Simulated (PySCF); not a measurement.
# Single point on BiBr⁺

State: ²Π (doublet), unpaired electrons π ↑.

An equivalent input (the run itself took its basis sets from the Basis Set Exchange, started from a PBE0 density and held the occupation σ 12α 12β, πx 7α 6β, πy 6α 6β, δx 2α 2β, δy 2α 2β):

```python
from pyscf import gto, scf, cc
mol = gto.M(atom='Bi 0 0 0; Br 0 0 2.508', basis={'Bi': 'def2-SVP', 'Br': 'def2-SVP'}, ecp={'Bi': 'def2-SVP'},
            charge=1, spin=1, verbose=4, symmetry='C2v')
mf = scf.UHF(mol)
mf.irrep_nelec = {'A1': (14, 14), 'A2': (2, 2), 'B1': (7, 6), 'B2': (6, 6)}
mf.conv_tol = 1e-9
mf.max_cycle = 60
mf.diis_space = 10
mf.kernel()
mycc = cc.CCSD(mf, frozen=[[0, 1, 2, 3, 4, 5, 6, 7, 8, 9, 10, 11, 12, 54, 55, 56, 57], [0, 1, 2, 3, 4, 5, 6, 7, 8, 9, 10, 11, 12, 54, 55, 56, 57]])
mycc.run(conv_tol=1e-7, conv_tol_normt=1e-5, max_cycle=80, diis_space=8)
et = mycc.ccsd_t()
```

The SCF ended at -2785.41888734 hartree. The coupled-cluster part of the log:

```
******** <class 'pyscf.cc.uccsd.UCCSD'> ********
CC2 = 0
CCSD nocc = (16, 15), nmo = (41, 41)
frozen orbitals [[0, 1, 2, 3, 4, 5, 6, 7, 8, 9, 10, 11, 12, 54, 55, 56, 57], [0, 1, 2, 3, 4, 5, 6, 7, 8, 9, 10, 11, 12, 54, 55, 56, 57]]
max_cycle = 80
direct = 0
conv_tol = 1e-07
conv_tol_normt = 1e-05
diis_space = 8
diis_start_cycle = 0
diis_start_energy_diff = 1e+09
Init t2, MP2 energy = -0.302599457380197
Init E_corr(UCCSD) = -0.302599457381931
cycle = 1  E_corr(UCCSD) = -0.303246986338987  dE = -0.000647528957  norm(t1,t2) = 0.0931482
cycle = 2  E_corr(UCCSD) = -0.311571182896792  dE = -0.00832419656  norm(t1,t2) = 0.0318989
cycle = 3  E_corr(UCCSD) = -0.311733131477136  dE = -0.00016194858  norm(t1,t2) = 0.0270376
cycle = 4  E_corr(UCCSD) = -0.313736209819063  dE = -0.00200307834  norm(t1,t2) = 0.0154568
cycle = 5  E_corr(UCCSD) = -0.31369862420806  dE = 3.7585611e-05  norm(t1,t2) = 0.00493409
cycle = 6  E_corr(UCCSD) = -0.313537467293695  dE = 0.000161156914  norm(t1,t2) = 0.00143049
cycle = 7  E_corr(UCCSD) = -0.313578641311168  dE = -4.11740175e-05  norm(t1,t2) = 0.000551301
cycle = 8  E_corr(UCCSD) = -0.313594363434132  dE = -1.5722123e-05  norm(t1,t2) = 0.000201011
cycle = 9  E_corr(UCCSD) = -0.313587011133376  dE = 7.35230076e-06  norm(t1,t2) = 0.000126217
cycle = 10  E_corr(UCCSD) = -0.313588245995502  dE = -1.23486213e-06  norm(t1,t2) = 4.65232e-05
cycle = 11  E_corr(UCCSD) = -0.313588769845932  dE = -5.23850429e-07  norm(t1,t2) = 2.04085e-05
cycle = 12  E_corr(UCCSD) = -0.313588499842551  dE = 2.7000338e-07  norm(t1,t2) = 6.10863e-06
cycle = 13  E_corr(UCCSD) = -0.313588545607866  dE = -4.57653141e-08  norm(t1,t2) = 3.3953e-06
UCCSD converged
E(UCCSD) = -2785.732475887431  E_corr = -0.3135885456078656
UCCSD(T) correction = -0.0100529060905136
```

T1 diagnostic 0.018, D1 0.090, 31 electrons correlated, 4 of the virtual orbitals (those above 20 hartree) left out.

Repeating this along the bond gives Re = 2.528 Å and ωe = 261 cm⁻¹.

A point of this curve took 15 CPU seconds beside 0.28 for the integrals (shared host).

Correlated steps freeze 13 core orbitals. These are scalar-relativistic numbers at best; spin–orbit coupling would shift them, the dissociation energy most. The state is the lowest determinant that a PBE0 search found; another state may lie lower at other levels.
